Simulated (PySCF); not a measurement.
CH10N2Si2, SMILES NC[SiH2]N[SiH3]. Atoms are numbered in the order given.

```xyz
15

N     -2.3312    -0.7466     0.7147
C     -1.9421     0.6703     0.7449
Si    -0.4666     0.8967    -0.4260
N      0.6227    -0.3939    -0.0066
Si     2.3177    -0.6277    -0.2976
H     -3.0084    -0.9608     1.4469
H     -2.7877    -0.9727    -0.1698
H     -2.7590     1.3908     0.5280
H     -1.5767     0.9099     1.7585
H     -0.9674     0.8232    -1.8386
H      0.1928     2.2240    -0.2548
H      0.0889    -1.1759     0.3822
H      3.0007    -1.1664     0.9177
H      2.6131    -1.5759    -1.4181
H      2.9006     0.6996    -0.6483
```
Charge 0, spin multiplicity 1.

Geometry: B3LYP-D3(BJ)/def2-SVP. This is a generated structure with no PubChem entry under its InChIKey; it may be hypothetical. The values are those of a single conformer.

Two levels are set side by side: PBE/pcSseg-1 (PySCF) and HF/pcSseg-1 (PySCF). GIAO shifts against NH3 (¹⁵N), TMS (²⁹Si), TMS (¹H), TMS (¹³C) at the same level; non-relativistic, no solvent, atoms listed together averaged. Differences are taken from unrounded values.

```json
[
 {"quantity": "δ(¹⁵N) of N1 (ppm)", "PBE": "29.1"},
 {"quantity": "δ(¹³C) of C2 (ppm)", "PBE": "35.6"},
 {"quantity": "δ(²⁹Si) of Si3 (ppm)", "PBE": "-30.4"},
 {"quantity": "δ(¹⁵N) of N4 (ppm)", "PBE": "3.3"},
 {"quantity": "δ(²⁹Si) of Si5 (ppm)", "PBE": "-56.6"},
 {"quantity": "δ(¹H) of H10, H11 (ppm)", "PBE": "5.15"},
 {"quantity": "δ(¹H) of H12 (ppm)", "PBE": "1.28"},
 {"quantity": "δ(¹H) of H13, H14, H15 (ppm)", "PBE": "5.17"}
]
```

These are the PBE values. What does HF give? (The exact figures need the calculation; the answer reports its results.)


```json
[
 {"quantity": "δ(¹⁵N) of N1 (ppm)", "HF": "13.4", "PBE minus HF": "15.7"},
 {"quantity": "δ(¹³C) of C2 (ppm)", "HF": "28.0", "PBE minus HF": "7.5"},
 {"quantity": "δ(²⁹Si) of Si3 (ppm)", "HF": "-29.8", "PBE minus HF": "-0.6"},
 {"quantity": "δ(¹⁵N) of N4 (ppm)", "HF": "-10.4", "PBE minus HF": "13.8"},
 {"quantity": "δ(²⁹Si) of Si5 (ppm)", "HF": "-54.1", "PBE minus HF": "-2.5"},
 {"quantity": "δ(¹H) of H10, H11 (ppm)", "HF": "4.51", "PBE minus HF": "0.64"},
 {"quantity": "δ(¹H) of H12 (ppm)", "HF": "1.47", "PBE minus HF": "-0.18"},
 {"quantity": "δ(¹H) of H13, H14, H15 (ppm)", "HF": "4.56", "PBE minus HF": "0.61"}
]
```

Rough cost on one machine, each run with all the roots and properties that it gave: HF against PBE within a factor of 2.
